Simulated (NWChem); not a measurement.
**Atomisation of H7BGe2**

SMILES: [BH]([GeH3])[GeH3]
```xyz
10

B      0.8646    -0.1069    -0.2253
Ge    -0.1972    -1.7724     0.3570
H      0.3825    -3.1071    -0.1487
H     -0.1471    -1.8017     1.9030
H     -1.6847    -1.7012    -0.0398
Ge     0.0569     1.7865    -0.3232
H      0.0058     2.2064    -1.8096
H     -1.3718     1.8969     0.2415
H      0.9464     2.8151     0.4052
H      2.0350    -0.2247    -0.5077
```
Charge 0, spin multiplicity 1.

Program: NWChem. The geometry was optimised at PBE0/def2-SVP, with no frequency check, so it may be a saddle point.

Basis set: def2-TZVP. The atomisation energy is electronic alone: no zero-point, thermal, spin-orbit or counterpoise terms. No value is extrapolated to the basis-set limit. Free atoms are single determinants with multiplicities B 2, Ge 3, H 2.

The Hamiltonian is non-relativistic. The structure started from a generated list of species. The stability of the SCF solutions was not checked.

**Question.** One of these methods gave an atomisation energy of 632.7 kcal/mol. Which?
(A) PBE0
(B) BLYP
(C) r2SCAN
(D) BHandHLYP

**Answer.** D, BHandHLYP. The others give 634.9 (PBE0), 624.4 (BLYP), 647.6 (r2SCAN).
